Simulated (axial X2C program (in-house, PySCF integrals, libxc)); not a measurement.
Density and ELF of KN⁻

All values were computed with an in-house relativistic program for diatomic molecules. Spin-free means the one-electron spin-free X2C Hamiltonian. Basis: K dyall-acv3z [12s13p7d3f], N dyall-av3z [7s7p3d2f] (cores contracted in-house); Gaussian nuclei, density fitting, unrestricted open shells. Masses: K 38.964 u, N 14.003 u.

PBE0, scalar-relativistic, state M_S = 3/2, Λ = 0 (beyond evenly filled blocks: σα, π+α, π-α); K at z = 0, N at z = 2.497 Å.

The maps cover the half plane through the axis: z from -2.4 to 4.8 Å along the bond, ρ from 0.15 to 2.25 Å away from it.

log10 of the density in e/bohr³:

```
 ρ\z  -2.4  -1.8  -1.2  -0.6   0.0   0.6   1.2   1.8   2.4   3.0   3.6   4.2   4.8
0.15  -2.9  -2.6  -1.6  -0.4   1.4  -0.4  -1.4  -0.8   0.4  -0.5  -1.5  -2.4  -3.1
0.45  -2.9  -2.7  -1.8  -0.6  -0.2  -0.7  -1.6  -1.0  -0.5  -0.8  -1.6  -2.4  -3.2
0.75  -3.0  -2.8  -2.1  -1.1  -0.6  -1.1  -1.8  -1.4  -1.0  -1.2  -1.9  -2.6  -3.3
1.05  -3.0  -2.9  -2.4  -1.7  -1.3  -1.7  -2.1  -1.8  -1.5  -1.7  -2.2  -2.8  -3.4
1.35  -3.0  -2.9  -2.7  -2.3  -2.0  -2.3  -2.5  -2.2  -2.1  -2.2  -2.6  -3.1  -3.6
1.65  -3.1  -3.0  -2.9  -2.7  -2.6  -2.8  -2.8  -2.6  -2.6  -2.7  -2.9  -3.3  -3.8
1.95  -3.2  -3.1  -3.1  -3.0  -3.0  -3.2  -3.1  -3.0  -3.0  -3.1  -3.3  -3.6  -4.0
2.25  -3.2  -3.2  -3.2  -3.2  -3.3  -3.4  -3.4  -3.4  -3.4  -3.5  -3.7  -3.9  -4.2
```

Electron localisation function (collinear form, no current term, damped to 0 at low density):

```
 ρ\z  -2.4  -1.8  -1.2  -0.6   0.0   0.6   1.2   1.8   2.4   3.0   3.6   4.2   4.8
0.15  0.59  0.05  0.49  0.87  0.83  0.86  0.11  0.94  0.43  0.93  0.92  0.79  0.41
0.45  0.64  0.06  0.36  0.87  0.39  0.86  0.09  0.91  0.69  0.92  0.88  0.74  0.35
0.75  0.71  0.07  0.16  0.78  0.88  0.73  0.08  0.81  0.79  0.85  0.80  0.65  0.24
1.05  0.78  0.14  0.06  0.47  0.72  0.36  0.06  0.65  0.65  0.69  0.63  0.48  0.12
1.35  0.82  0.29  0.04  0.11  0.27  0.07  0.05  0.41  0.41  0.44  0.41  0.27  0.05
1.65  0.83  0.53  0.07  0.03  0.04  0.01  0.04  0.21  0.19  0.21  0.20  0.10  0.01
1.95  0.80  0.70  0.21  0.04  0.01  0.01  0.03  0.08  0.07  0.08  0.07  0.03  0.00
2.25  0.73  0.73  0.46  0.12  0.03  0.01  0.01  0.02  0.02  0.02  0.01  0.00  0.00
```

Axial spin density in 10⁻³ e/bohr³:

```
 ρ\z  -2.4  -1.8  -1.2  -0.6   0.0   0.6   1.2   1.8    2.4   3.0   3.6   4.2   4.8
0.15   0.9   0.7  -0.2   3.4   1.6  -0.2  -1.4   5.4  231.3  20.4  -1.2  -0.5  -0.2
0.45   0.9   0.7   0.0   1.1  -0.7   0.0  -0.3  14.0  173.7  35.5   0.3  -0.4  -0.1
0.75   0.9   0.8   0.3   0.2  -0.2   0.1   0.6  11.6   57.5  21.0   1.1  -0.2  -0.1
1.05   0.8   0.8   0.5   0.3   0.2   0.2   0.7   6.2   17.9   8.9   1.0  -0.1  -0.1
1.35   0.8   0.8   0.7   0.5   0.3   0.2   0.6   2.8    5.9   3.5   0.7   0.0   0.0
1.65   0.7   0.7   0.7   0.5   0.3   0.2   0.3   1.2    2.1   1.4   0.3   0.0   0.0
1.95   0.6   0.7   0.6   0.5   0.3   0.2   0.2   0.5    0.8   0.6   0.2   0.0   0.0
2.25   0.5   0.6   0.6   0.4   0.3   0.2   0.1   0.2    0.3   0.2   0.1   0.0   0.0
```

One determinant describes the state; a PBE0 search over occupations chose it and may have missed a lower one. PBE0 can misorder states that lie within some tenths of an eV, so this need not be the ground state of the molecule. The nearest other spin-free determinant of the search, M_S = 1/2, Λ = 0, lies 0.03 eV up at the distance of the search. The highest occupied level of some functionals is positive through self-interaction error; at Hartree–Fock it is bound.
